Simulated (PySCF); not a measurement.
B(H)(OH)2 (BH3O2), SMILES B(O)O. Atoms are numbered in the order given.

```xyz
6

B     -0.4865     0.0013     0.0000
H     -1.6890     0.0573     0.0000
O      0.1010    -1.2307     0.0000
H      1.0735    -1.1670     0.0000
O      0.3064     1.1254     0.0000
H     -0.2117     1.9451     0.0000
```

Coordinates come from a PBE-D3(BJ)/def2-TZVP optimisation. One conformer was computed; it need not be the lowest.

The numbers are results of KT2/pcSseg-2 (PySCF), not measurements.

GIAO shieldings, no solvent; atoms listed in one row are averaged. δ = σ(ref) − σ: ¹¹B against BF3 (σ = 89.2 ppm); ¹H against TMS (σ = 31.47 ppm); ¹⁷O against H2O (σ = 324.0 ppm), references at their B3LYP-D3(BJ)/def2-TZVP geometries, non-relativistic.

```
nucleus  atoms  count  δ (ppm)
-------  -----  -----  -------
¹¹B         B1      1     15.2
¹H          H2      1     4.74
¹H          H6      1     4.50
¹H          H4      1     4.18
¹⁷O         O5      1    139.8
¹⁷O         O3      1    127.9
```
